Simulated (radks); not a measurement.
Trend from Rb2+ to Xe2+: ionisation energy by Delta-SCF between NIST ground configurations, and size. Calculated with a radial shooting solver on a logarithmic mesh with Libxc functionals: Dirac Kohn-Sham, PBE, spin-unpolarised, spherical densities, point nucleus; open shells fill j = l - 1/2 first.

Rb2+: configuration [Ar] 3d10 4s2 4p5; IE (eV) 39.784; NIST (eV) 39.247; kind semi-emp.; -e(HOMO) (eV) 33.384 (4p3/2); outermost 4p3/2; <r> outermost (bohr) 1.65; r at 0.001 e/bohr^3 (bohr) 3.41
Sr2+: configuration [Kr]; IE (eV) 42.849; NIST (eV) 42.884; kind exp.; -e(HOMO) (eV) 36.128 (4p3/2); outermost 4p3/2; <r> outermost (bohr) 1.56; r at 0.001 e/bohr^3 (bohr) 3.34
Zr2+: configuration [Kr] 4d2; IE (eV) 22.697; NIST (eV) 23.170; kind semi-emp.; -e(HOMO) (eV) 17.354 (4d3/2); outermost 4d3/2; <r> outermost (bohr) 2.00; r at 0.001 e/bohr^3 (bohr) 3.64
Nb2+: configuration [Kr] 4d3; IE (eV) 24.800; NIST (eV) 25.040; kind semi-emp.; -e(HOMO) (eV) 19.157 (4d3/2); outermost 4d3/2; <r> outermost (bohr) 1.85; r at 0.001 e/bohr^3 (bohr) 3.64
Mo2+: configuration [Kr] 4d4; IE (eV) 26.825; NIST (eV) 27.1; kind semi-emp.; -e(HOMO) (eV) 20.888 (4d3/2); outermost 4d3/2; <r> outermost (bohr) 1.72; r at 0.001 e/bohr^3 (bohr) 3.60
Tc2+: configuration [Kr] 4d5; IE (eV) 28.485; NIST (eV) 29.550; kind semi-emp.; -e(HOMO) (eV) 22.298 (4d5/2); outermost 4d5/2; <r> outermost (bohr) 1.63; r at 0.001 e/bohr^3 (bohr) 3.55
Ru2+: configuration [Kr] 4d6; IE (eV) 30.386; NIST (eV) 28.470; kind semi-emp.; -e(HOMO) (eV) 23.918 (4d5/2); outermost 4d5/2; <r> outermost (bohr) 1.53; r at 0.001 e/bohr^3 (bohr) 3.49
Rh2+: configuration [Kr] 4d7; IE (eV) 32.251; NIST (eV) 31.060; kind semi-emp.; -e(HOMO) (eV) 25.508 (4d5/2); outermost 4d5/2; <r> outermost (bohr) 1.45; r at 0.001 e/bohr^3 (bohr) 3.43
Pd2+: configuration [Kr] 4d8; IE (eV) 34.088; NIST (eV) 32.930; kind semi-emp.; -e(HOMO) (eV) 27.073 (4d5/2); outermost 4d5/2; <r> outermost (bohr) 1.38; r at 0.001 e/bohr^3 (bohr) 3.36
Ag2+: configuration [Kr] 4d9; IE (eV) 35.902; NIST (eV) 34.8; kind semi-emp.; -e(HOMO) (eV) 28.621 (4d5/2); outermost 4d5/2; <r> outermost (bohr) 1.32; r at 0.001 e/bohr^3 (bohr) 3.30
Cd2+: configuration [Kr] 4d10; IE (eV) 37.698; NIST (eV) 37.47; kind exp.; -e(HOMO) (eV) 30.153 (4d5/2); outermost 4d5/2; <r> outermost (bohr) 1.26; r at 0.001 e/bohr^3 (bohr) 3.24
In2+: configuration [Kr] 4d10 5s1; IE (eV) 28.320; NIST (eV) 28.044; kind exp.; -e(HOMO) (eV) 23.668 (5s1/2); outermost 5s1/2; <r> outermost (bohr) 2.34; r at 0.001 e/bohr^3 (bohr) 3.57
Sn2+: configuration [Kr] 4d10 5s2; IE (eV) 30.971; NIST (eV) 30.506; kind exp.; -e(HOMO) (eV) 26.086 (5s1/2); outermost 5s1/2; <r> outermost (bohr) 2.22; r at 0.001 e/bohr^3 (bohr) 3.69
Sb2+: configuration [Kr] 4d10 5s2 5p1; IE (eV) 25.022; NIST (eV) 25.324; kind exp.; -e(HOMO) (eV) 20.586 (5p1/2); outermost 5p1/2; <r> outermost (bohr) 2.44; r at 0.001 e/bohr^3 (bohr) 3.86
Te2+: configuration [Kr] 4d10 5s2 5p2; IE (eV) 27.537; NIST (eV) 27.84; kind exp.; -e(HOMO) (eV) 22.837 (5p1/2); outermost 5p1/2; <r> outermost (bohr) 2.29; r at 0.001 e/bohr^3 (bohr) 3.90
I2+: configuration [Kr] 4d10 5s2 5p3; IE (eV) 28.724; NIST (eV) 29.57; kind exp.; -e(HOMO) (eV) 23.923 (5p3/2); outermost 5p3/2; <r> outermost (bohr) 2.24; r at 0.001 e/bohr^3 (bohr) 3.90
Xe2+: configuration [Kr] 4d10 5s2 5p4; IE (eV) 31.087; NIST (eV) 31.05; kind semi-emp.; -e(HOMO) (eV) 26.042 (5p3/2); outermost 5p3/2; <r> outermost (bohr) 2.12; r at 0.001 e/bohr^3 (bohr) 3.86

Reference values: NIST Atomic Spectra Database (exp. = measured, semi-emp. = semi-empirical, theory = theoretical value adopted there). Spin polarisation and multiplet splitting are left out, so open shells lie too high by an amount that depends on their filling.

Beside tabulated values, note that spin-unpolarised runs miss the spin-polarisation part of the exchange energy of open shells.
